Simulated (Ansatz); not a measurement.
Born–Oppenheimer molecular dynamics of BH8N2P (12 atoms, charge 0, multiplicity 1). It starts at the highest image of a converged band. Of that band: Neighbouring images differ by up to 1.4 eV, so the band resolves the path poorly. A vibrational analysis at the climbing image gives one clearly imaginary mode, 798i cm⁻¹: a first-order saddle point.

The calculation used Ansatz, RKS PBE0/6-31G*.

- ensemble: NVE (velocity Verlet)
- time step: 0.5 fs
- steps asked: 183
- starting velocities drawn for: 100 K
- seed: 3055

Frames 2.5 fs apart, positions in Å, forces in eV/Å.

Velocities at 20 fs (Å/ps):

```
B 0.08 13.95 -1.47
H 2.72 -19.51 12.31
N 0.76 -4.19 1.25
H -6.16 -3.44 -20.14
H 9.21 4.26 19.15
N 0.14 -2.82 0.38
H 4.62 -3.57 -8.12
H -19.22 11.11 6.78
P -0.61 0.32 -1.39
H 7.19 -6.93 -2.01
H 0.21 -3.76 1.33
H 6.99 -40.07 26.46
```

```xyz
12
Properties=species:S:1:pos:R:3:forces:R:3 time_fs=20 energy_less_start_eV=-0.243 T=289
B -0.138 0.434 -0.022 0.58 -0.05 -1.01
H -0.247 -0.528 1.179 -0.01 -0.66 0.17
N 1.297 0.153 -0.363 -0.70 -0.59 0.25
H 1.602 -0.730 -0.800 -0.59 0.62 0.23
H 1.667 0.921 -0.897 0.34 0.23 -0.10
N -1.407 0.036 -0.691 0.25 0.38 -0.24
H -1.471 -0.880 -1.128 0.26 0.10 0.02
H -1.584 0.742 -1.423 -0.14 -0.52 0.52
P -0.362 2.299 0.601 0.00 0.47 0.23
H -1.475 2.156 1.478 -0.06 -0.06 -0.21
H 0.552 2.357 1.689 0.16 -0.02 -0.14
H -0.286 0.192 1.455 -0.09 0.10 0.27
12
Properties=species:S:1:pos:R:3:forces:R:3 time_fs=22.5 energy_less_start_eV=-0.358 T=377
B -0.136 0.468 -0.029 0.57 -0.54 -1.49
H -0.241 -0.598 1.214 -0.05 -0.43 0.28
N 1.297 0.142 -0.359 -0.94 0.22 0.17
H 1.569 -0.718 -0.843 -0.48 0.35 0.10
H 1.700 0.936 -0.851 0.20 -0.18 0.18
N -1.406 0.030 -0.690 0.57 0.28 0.03
H -1.451 -0.883 -1.147 0.28 0.31 0.08
H -1.635 0.751 -1.389 -0.14 -0.49 0.43
P -0.363 2.300 0.598 0.26 0.66 0.28
H -1.461 2.137 1.468 -0.29 -0.08 -0.04
H 0.557 2.347 1.687 0.10 -0.01 -0.23
H -0.271 0.096 1.530 -0.09 -0.08 0.21
12
Properties=species:S:1:pos:R:3:forces:R:3 time_fs=25 energy_less_start_eV=-0.530 T=510
B -0.131 0.499 -0.044 0.43 -0.76 -1.86
H -0.238 -0.692 1.268 -0.08 0.12 0.57
N 1.293 0.131 -0.355 -1.29 1.41 0.52
H 1.508 -0.689 -0.882 -0.13 -0.54 -0.46
H 1.745 0.941 -0.793 0.05 -0.49 0.38
N -1.403 0.025 -0.690 1.30 -0.18 1.09
H -1.415 -0.870 -1.162 0.23 -0.03 -0.11
H -1.697 0.735 -1.332 -0.48 0.36 -0.30
P -0.364 2.303 0.595 0.24 0.75 0.31
H -1.463 2.113 1.455 -0.27 -0.06 0.02
H 0.567 2.337 1.672 0.07 0.00 -0.18
H -0.262 -0.006 1.617 -0.07 -0.57 0.01
12
Properties=species:S:1:pos:R:3:forces:R:3 time_fs=27.5 energy_less_start_eV=-0.810 T=727
B -0.124 0.527 -0.069 0.17 -0.56 -2.01
H -0.239 -0.785 1.352 -0.06 -0.49 0.24
N 1.284 0.126 -0.349 -1.52 0.15 0.16
H 1.437 -0.684 -0.944 -0.10 0.15 -0.01
H 1.795 0.920 -0.715 0.27 -0.12 0.21
N -1.394 0.019 -0.684 1.45 0.19 0.81
H -1.365 -0.858 -1.183 0.14 -0.12 -0.20
H -1.785 0.734 -1.286 -0.29 -0.01 0.12
P -0.365 2.307 0.593 -0.06 0.74 0.34
H -1.481 2.085 1.443 0.01 -0.01 -0.06
H 0.583 2.326 1.647 0.08 0.01 -0.01
H -0.257 -0.136 1.708 -0.08 0.06 0.42
12
Properties=species:S:1:pos:R:3:forces:R:3 time_fs=30 energy_less_start_eV=-1.098 T=950
B -0.116 0.551 -0.106 -0.15 -0.12 -1.65
H -0.245 -0.903 1.452 -0.05 -0.42 0.19
N 1.268 0.121 -0.342 -1.47 -0.81 -0.61
H 1.361 -0.669 -1.005 0.09 0.79 0.54
H 1.860 0.891 -0.624 0.26 -0.10 0.20
N -1.379 0.015 -0.676 1.07 0.36 -0.20
H -1.307 -0.850 -1.215 -0.04 0.31 0.02
H -1.887 0.730 -1.231 0.33 -0.80 0.78
P -0.365 2.312 0.591 -0.28 0.69 0.29
H -1.498 2.057 1.427 0.25 0.04 -0.09
H 0.603 2.316 1.621 0.05 0.00 0.13
H -0.257 -0.266 1.822 -0.06 0.06 0.41
12
Properties=species:S:1:pos:R:3:forces:R:3 time_fs=32.5 energy_less_start_eV=-1.406 T=1188
B -0.108 0.575 -0.151 -0.50 0.45 -0.82
H -0.254 -1.043 1.565 -0.05 0.30 0.49
N 1.246 0.114 -0.337 -0.79 0.13 -0.56
H 1.292 -0.616 -1.040 0.46 0.00 0.00
H 1.938 0.852 -0.520 -0.36 -0.65 0.34
N -1.359 0.011 -0.668 1.26 -0.24 -0.33
H -1.252 -0.826 -1.246 -0.22 0.30 0.08
H -1.974 0.684 -1.136 0.20 -0.42 0.51
P -0.367 2.319 0.591 -0.16 0.68 0.15
H -1.501 2.031 1.407 0.26 0.04 0.04
H 0.625 2.305 1.602 -0.08 -0.03 0.14
H -0.261 -0.396 1.957 -0.03 -0.55 -0.04
12
Properties=species:S:1:pos:R:3:forces:R:3 time_fs=35 energy_less_start_eV=-1.630 T=1361
B -0.104 0.601 -0.201 -0.72 0.94 0.21
H -0.265 -1.173 1.703 -0.02 -0.31 -0.01
N 1.221 0.107 -0.335 -0.25 0.37 -0.33
H 1.250 -0.562 -1.075 0.68 -0.66 -0.49
H 1.995 0.778 -0.396 -0.55 -0.56 0.23
N -1.333 0.006 -0.662 1.48 -0.55 -0.17
H -1.209 -0.786 -1.275 -0.29 -0.23 -0.18
H -2.052 0.614 -1.010 -0.31 0.17 0.15
P -0.368 2.327 0.590 0.17 0.74 -0.04
H -1.490 2.007 1.389 0.06 -0.02 0.25
H 0.643 2.293 1.592 -0.21 -0.06 0.08
H -0.266 -0.551 2.095 -0.02 0.16 0.30
12
Properties=species:S:1:pos:R:3:forces:R:3 time_fs=37.5 energy_less_start_eV=-1.771 T=1470
B -0.103 0.632 -0.250 -0.59 1.13 1.10
H -0.278 -1.317 1.843 -0.01 -0.22 -0.06
N 1.194 0.101 -0.334 -0.06 -0.92 -1.41
H 1.247 -0.539 -1.131 0.61 -0.02 0.47
H 2.023 0.673 -0.259 -0.15 0.00 0.10
N -1.302 0.000 -0.657 0.00 -0.14 -0.86
H -1.184 -0.758 -1.312 -0.34 -0.29 -0.12
H -2.140 0.548 -0.873 0.56 -0.35 0.30
P -0.369 2.337 0.589 0.29 0.81 -0.13
H -1.474 1.982 1.386 -0.06 -0.07 0.33
H 0.649 2.277 1.585 -0.23 -0.07 0.05
H -0.273 -0.702 2.248 -0.01 0.14 0.22
12
Properties=species:S:1:pos:R:3:forces:R:3 time_fs=40 energy_less_start_eV=-1.784 T=1480
B -0.105 0.670 -0.293 -0.17 0.84 1.66
H -0.292 -1.471 1.982 0.00 0.42 0.32
N 1.168 0.092 -0.340 0.87 -0.89 -1.70
H 1.280 -0.521 -1.163 0.35 0.12 0.83
H 2.038 0.565 -0.116 -0.46 0.03 -0.07
N -1.271 -0.007 -0.655 -1.45 -0.32 -1.47
H -1.178 -0.746 -1.355 -0.33 0.06 0.34
H -2.196 0.463 -0.719 1.23 -0.54 0.09
P -0.370 2.348 0.588 0.03 0.83 0.01
H -1.461 1.953 1.402 0.04 -0.01 0.16
H 0.642 2.257 1.583 -0.10 -0.08 0.07
H -0.280 -0.847 2.412 -0.01 -0.45 -0.24
12
Properties=species:S:1:pos:R:3:forces:R:3 time_fs=42.5 energy_less_start_eV=-1.739 T=1445
B -0.109 0.712 -0.327 0.23 -0.07 1.79
H -0.305 -1.607 2.135 -0.01 -0.23 -0.18
N 1.145 0.079 -0.352 1.67 0.29 -0.47
H 1.334 -0.500 -1.152 0.18 -0.57 -0.07
H 2.025 0.458 0.022 -0.93 0.04 -0.39
N -1.246 -0.016 -0.659 -1.25 -0.46 -1.32
H -1.192 -0.732 -1.379 -0.14 -0.09 0.33
H -2.187 0.350 -0.561 0.31 0.03 -0.19
P -0.370 2.361 0.588 -0.30 0.82 0.31
H -1.446 1.924 1.426 0.18 0.09 -0.10
H 0.629 2.233 1.584 0.06 -0.06 0.07
H -0.288 -1.012 2.566 0.00 0.23 0.21
12
Properties=species:S:1:pos:R:3:forces:R:3 time_fs=45 energy_less_start_eV=-1.566 T=1312
B -0.111 0.753 -0.351 0.44 -1.43 1.51
H -0.320 -1.752 2.281 -0.01 -0.13 -0.13
N 1.129 0.067 -0.366 1.44 0.62 -0.24
H 1.399 -0.509 -1.140 -0.10 -0.58 -0.22
H 1.961 0.356 0.139 -0.35 0.40 -0.31
N -1.226 -0.027 -0.669 -1.11 0.26 -0.78
H -1.214 -0.726 -1.386 0.07 -0.54 -0.08
H -2.158 0.237 -0.412 -0.31 0.31 -0.26
P -0.371 2.375 0.587 -0.33 0.82 0.62
H -1.421 1.900 1.445 0.13 0.14 -0.24
H 0.619 2.205 1.589 0.13 0.00 -0.02
H -0.296 -1.167 2.731 0.00 0.14 0.14
12
Properties=species:S:1:pos:R:3:forces:R:3 time_fs=47.5 energy_less_start_eV=-1.307 T=1111
B -0.111 0.786 -0.367 0.42 -2.69 1.03
H -0.334 -1.903 2.421 0.02 0.42 0.31
N 1.119 0.057 -0.382 1.43 0.36 -0.92
H 1.457 -0.549 -1.137 -0.61 0.18 0.53
H 1.877 0.276 0.238 0.29 0.55 -0.13
N -1.211 -0.036 -0.683 -2.22 0.74 -0.33
H -1.232 -0.748 -1.395 0.22 -0.28 0.15
H -2.139 0.139 -0.282 0.54 0.16 -0.76
P -0.373 2.391 0.588 -0.05 0.79 0.77
H -1.389 1.884 1.451 -0.12 0.09 -0.17
H 0.616 2.177 1.593 0.11 0.09 -0.16
H -0.304 -1.317 2.901 -0.02 -0.41 -0.31
```

Of the whole run (92 fs, mean temperature of the second half 1113 K): The conserved energy stayed within 0.07 meV per atom of its start (net change 0.031 meV per atom), so the integration is sound. The kinetic energy rose, since the run started high on the potential surface and went downhill. It ends in pieces (BH6N2P + H2), so much of that is their flight and rotation, not heat. A run of 0.091 ps of so small a system gives no equilibrium averages. The orbitals stay closed-shell, which can raise the energy where a bond breaks towards radicals; this wasn't checked here.

The run took 11 min on 1 thread of Arm Neoverse V1, with other jobs on the host, peak memory 0.16 GiB.
